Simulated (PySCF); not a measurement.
# Radial density of Pd+ (palladium, charge +1)

r2SCAN0, [Kr] 4d8 5s1, high-spin 4F determinant (an excited configuration). Computed with PySCF 2.14 in x2c-QZVPPall with one added diffuse shell each of s, p, d, f, g type (14s9p8d5f3g, 143 functions), with scalar relativity by spin-free X2C-1e.

| r (bohr) | 4πr²ρ (e/bohr) | 4πr²(ρα − ρβ) |
| --- | --- | --- |
| 0.0315 | 54.48 | 0.0003 |
| 0.0530 | 52.22 | 0.0058 |
| 0.0892 | 72.87 | 0.0706 |
| 0.150 | 56.65 | 0.2546 |
| 0.252 | 55.40 | 0.4183 |
| 0.425 | 39.74 | 0.0014 |
| 0.714 | 15.62 | 0.9116 |
| 1.20 | 13.06 | 1.5967 |
| 2.02 | 2.949 | 0.9480 |
| 3.40 | 0.4231 | 0.3085 |
| 5.72 | 0.01507 | 0.0142 |
| 9.62 | 1.343e-05 | 0.0000 |

Densities and radii are taken from the X2C orbitals without a picture-change correction, which distorts them close to the nucleus.
